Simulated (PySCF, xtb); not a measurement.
Li(Me) cation (CH3Li), SMILES [Li][CH3] (connectivity only; charge and spin as stated), charge +1, multiplicity 2.

Harmonic wavenumbers (cm⁻¹) from GFN2-xTB in xtb at its own minimum, in rising order: 292, 309, 310, 923, 1311, 1311, 3006, 3074, 3074.

Q: What does PySCF with ωB97X-D3(BJ)/def2-TZVPD give at its own minimum? (An estimate is asked for; the answer gives what the named calculation found.)

A: 232, 232, 310, 916, 1405, 1405, 3081, 3254, 3254. Paired by order, the mean absolute difference is 85 cm⁻¹ and the zero-point energies are 19.5 and 20.1 kcal/mol.
